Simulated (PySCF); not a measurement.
H₅OSi₂, SMILES [SiH2]O[SiH3] (connectivity only; charge and spin as stated), charge +1, multiplicity 1. Heavy atoms are numbered as in [SiH2:1][O:2][SiH3:3]. Hydrogens are named by the atom that carries them.

Geometry: PBE-D3(BJ)/def2-TZVP. The multiplicity is an assumed one; other spin states were not compared. The isomer is the one that the SMILES or the coordinates give; other isomers of the formula were not compared.

Method: PBE/pcSseg-1 run with PySCF.

GIAO shieldings, no solvent; atoms alike by connectivity are averaged. δ = σ(ref) − σ: ²⁹Si against TMS (σ = 335.4 ppm); ¹⁷O against H2O (σ = 334.3 ppm); ¹H against TMS (σ = 31.49 ppm), references at their B3LYP-D3(BJ)/def2-TZVP geometries, non-relativistic.

```
atoms       nucleus  count  δ (ppm)
----------  -------  -----  -------
Si1 (SiH2)     ²⁹Si      1    124.8
Si3 (SiH3)     ²⁹Si      1     12.2
O2              ¹⁷O      1    236.0
H on Si1         ¹H      2        ?
H on Si3         ¹H      3        ?
```

### Question
What belongs in the gaps? (Estimate from the structure and the level; the computed values follow.)

### Answer

- H on Si3, δ (ppm): 6.28
- H on Si1, δ (ppm): 7.26
